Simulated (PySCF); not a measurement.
BF2, multiplicity 2. Atoms are numbered in the order given.

```xyz
3

F      0.0000    -1.1422    -0.1396
B      0.0000     0.0000     0.5025
F      0.0000     1.1422    -0.1396
```
Charge 0, spin multiplicity 2.

Geometry: B3LYP-D3(BJ)/def2-TZVP. The isomer is the one that the SMILES or the coordinates give; other isomers of the formula were not compared.

These are TDA-PBE/def2-TZVPD in PySCF values and carry that method's errors.

Vertical excitations. Isolated molecule, no solvent.

```
state    energy (eV)  λ (nm)      f           main pairs
-------  -----------  ------  -----  -------------------
root 1          4.15     299  0.058     α HOMO→LUMO 99 %
root 2          5.93     209  0.002   α HOMO→LUMO+1 99 %
root 3          6.79     183  0.076   α HOMO→LUMO+2 99 %
root 4          6.82     182  0.123  α HOMO→LUMO+3 100 %
root 5          7.33     169  0.002     β HOMO→LUMO 98 %
root 6          7.61     163  0.046   α HOMO→LUMO+4 99 %
root 7          7.77     160  0.000  β HOMO−1→LUMO 100 %
root 8          8.23     151  0.000   α HOMO→LUMO+5 95 %
root 9          8.46     147  0.001   α HOMO→LUMO+6 92 %
root 10         8.51     146  0.017   α HOMO→LUMO+7 99 %
```
Unrestricted roots are not spin-pure.
